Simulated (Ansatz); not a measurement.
## CCSD(T) forces

CH₂OSe (SMILES OC=[Se]), singlet, at a frame of a short PBE0-D4/def2-SVP trajectory.

O1  (-0.584, -0.802, -0.044)
C2  (0.210, 0.175, 0.081)
Se3  (1.758, 0.092, 0.956)
H4  (-1.269, -0.581, -0.719)
H5  (-0.041, 1.115, -0.465)
(Å)

Computed with Ansatz 0.2.0 (basis: def2-TZVPP); correlated methods freeze the cores. Filled d shells of the heavier atoms are correlated. The def2 sets are not built for correlating such inner shells, so the correlated values are less sure here.

CCSD(T) forces from the calculation:
| atom | Fx | Fy | Fz (eV/Å) |
| --- | --- | --- | --- |
| O1 | -3.213 | -2.486 | -1.274 |
| C2 | 2.976 | 3.421 | 0.002 |
| Se3 | -0.252 | 0.073 | 0.050 |
| H4 | 0.507 | -0.342 | 0.812 |
| H5 | -0.018 | -0.665 | 0.410 |

Root-mean-square difference of the force components from those of CCSD(T): PBE-D4 0.274; r2SCAN-D4 0.215; PBE0-D4 0.313; wB97M-V 0.243 eV/Å.

The T1 diagnostic stays at or below 0.018. The restricted Hartree–Fock reference is unstable towards an unrestricted one here. These are differences at one structure, and CCSD(T) in triple zeta is itself an approximation.

For scale, one of the runs: CCSD(T)/def2-TZVPP forces, 138 basis functions, launched by `ansatz run in.yaml --threads 2 --pin off --events-out ev --progress --plain --max-ram 3481MiB`. The run took 4.2 min on 2 CPU threads of an Intel Xeon (shared host), with 1.3 GiB of host memory at its peak.
